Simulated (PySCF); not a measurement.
# A small calculation by hand: oscillator strength and radiative lifetime

(Z)-2-chloro-3-fluorobut-2-ene (C4H6ClF), SMILES C(=C(/Cl)C)(/F)C.

Coordinates come from a B3LYP-D3(BJ)/def2-SVP optimisation.

TDDFT-CAM-B3LYP/def2-SVPD in PySCF puts the first singlet state with f over 0.02 at 6.90 eV (vertical), with the transition dipole (0.455, -1.629, 0.000) in atomic units.

Task: Find the oscillator strength, the wavelength and the radiative lifetime that this transition would have in vacuum if emission retraced absorption.

Result: 
|μ|² = 2.8607 au, so |μ| = 4.30 D. ΔE = 6.90/27.211 = 0.2536 hartree. f = (2/3) ΔE |μ|² = 0.484 (the program prints 0.484).
λ = 1239.84/6.90 = 180 nm; ν = 55652 cm⁻¹.
Einstein's coefficient A = 0.6670 ν² f s⁻¹ (ν in cm⁻¹) = 1.0e9 s⁻¹, so τ = 1/A = 1.0 ns. This state is S3; the lower singlets have f = 0.000, 0.005. The figure is the radiative limit of this one transition; relaxation, internal conversion, crossing to triplets and a medium change what is measured.
